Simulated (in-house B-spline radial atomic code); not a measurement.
The numbers below are computed, except where a source is named.
# Building a PAW d channel for Pd, r_c = 1.3 bohr

Pd, [Kr] 4d10, non-relativistic PBE, spherical and spin-unpolarised, from a B-spline radial code for spherical atoms (atomic units; all potentials screened as in the neutral atom).

Two all-electron partial waves φ1, φ2 are integrated outwards at E1 = ε(4d) = -0.151059 and E2 = E1 + 1.5 hartree; φ1 is the bound orbital and φ2 has unit norm inside r_c = 1.3032 bohr. Smooth partners are polynomials, r^3(a0 + a1 r² + a2 r⁴ + a3 r⁶), matched to φ and three derivatives at r_c, with no condition on the norm. The local potential is -20.99 + (29.4872) r² + (-17.1592) r⁴ + (3.71157) r⁶ inside 1.0669 bohr and the all-electron one outside.

| wave | φ(r_c) | φ'(r_c) | a0 | a1 | a2 | a3 |
| --- | --- | --- | --- | --- | --- | --- |
| 1 | 0.8105366 | -0.298673 | 2.527963 | -2.619394 | 1.057163 | -0.1556293 |
| 2 | 0.6226965 | -2.641142 | 4.827798 | -5.647591 | 2.337828 | -0.3466479 |

Inside r_c the overlaps are <φi φj> = [[0.44715, 0.65159], [0.65159, 1.00000]] and, for the smooth waves, [[0.38445, 0.52617], [0.52617, 0.75279]]. With χj = (Ej − T − V_local) applied to smooth wave j, the program's quadrature gives the matrix B_ij = <smooth i, χj> as [[0.14947, 0.13668], [0.32481, 0.39977]].

**Question.** Check the match of the first wave, and find the augmentation charges q_ij.

**Answer.** At r_c the four terms are 5.59505, -9.84592, 6.74869, -1.68729, which sum to 0.8105, φ1(r_c) to rounding. q_ij is the all-electron overlap less the smooth one: [[0.06270, 0.12542], [0.12542, 0.24721]]. The smooth first wave has a norm of 0.3845 inside r_c against 0.4472, and q11 > 0 puts back the missing charge.

**Question.** B isn't symmetric. Show that D_ij = B_ij + Ej q_ij is.

**Answer.** Integrating by parts gives B12 − B21 = (E1 − E2) q12: 0.13668 − (0.32481) = -0.18812, and −1.5 × (0.12542) = -0.18813. So D12 = 0.13668 + (1.348941)(0.12542) = 0.30586 and D21 = 0.32481 + (-0.151059)(0.12542) = 0.30586; D11 = 0.14000, D22 = 0.73324. The projectors, p = (B⁻¹)ᵀ χ, are dual to the smooth waves; det B = 0.015.

Solving (T + V_local + Σ p D p) ψ = E (1 + Σ p q p) ψ in a sphere of 9 bohr, whose wall lifts the free-atom level a little, gives these levels:

```
all-electron  one projector  two projectors
   -0.151025      -0.151025       -0.151025
    0.142368       0.142197        0.142368
    0.435593       0.434004        0.435593
    0.870479       0.862723        0.870479
    1.444780       1.416400        1.444780
```

**Question.** What does the second projector gain?

**Answer.** With one projector the errors are 0.00, -0.17, -1.59, -7.76, -28.38 millihartree. With two the errors are 0.00, 0.00, 0.00, 0.00, 0.00 millihartree. The scattering is exact at E1 and at E2 = 1.349, and over all levels compared the largest error is under 0.01 millihartree. The lowest eigenvalue of the overlap operator is 1 with one and 0.9433 with two projectors. The smooth orbital alone needs a cutoff of 32.6 hartree for 1 millihartree of kinetic energy, against 31.7 for a norm-conserving Troullier-Martins orbital of the same radius.
